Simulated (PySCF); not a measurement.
A GIAO shielding run with PySCF (density fitting, non-relativistic, gas phase) on SMILES CC(C)(C)S(C)(=O)=O, C5H12O2S:

```
{"job": {"kind": "nmr", "xc": "PBE0", "basis": "pcSseg-1"}, "charge": 0, "multiplicity": 1}
C     -1.719091    -0.748643     0.672113
C     -0.609692    -0.027230    -0.073337
C     -0.733141     1.478139     0.038048
C     -0.458565    -0.528172    -1.494532
S      0.913027    -0.526658     0.853439
C      2.347882     0.277727     0.058602
O      0.824142    -0.005083     2.192120
O      1.091051    -1.947748     0.708616
H     -1.536618    -1.820499     0.648628
H     -1.728723    -0.427204     1.710947
H     -2.690505    -0.542073     0.226046
H      0.003162     1.982141    -0.584168
H     -1.723693     1.803418    -0.275394
H     -0.581330     1.773826     1.073733
H     -0.124871    -1.563281    -1.475193
H      0.266404     0.065168    -2.047345
H     -1.411074    -0.477895    -2.019548
H      3.214806    -0.036076     0.626108
H      2.228449     1.350355     0.120371
H      2.423232    -0.069533    -0.962290
```

Hardware: 1 thread of an x86-64 server CPU, shared host. The job also computes population analyses, field gradients.

Q: How large is the calculation?

A: 74 electrons, 203 basis functions and 1074 auxiliary functions.

Q: How long does it take?

A: 60 s of wall time, with 14 SCF cycles and 4 response iterations. Times on a shared host scatter by some tens of per cent.
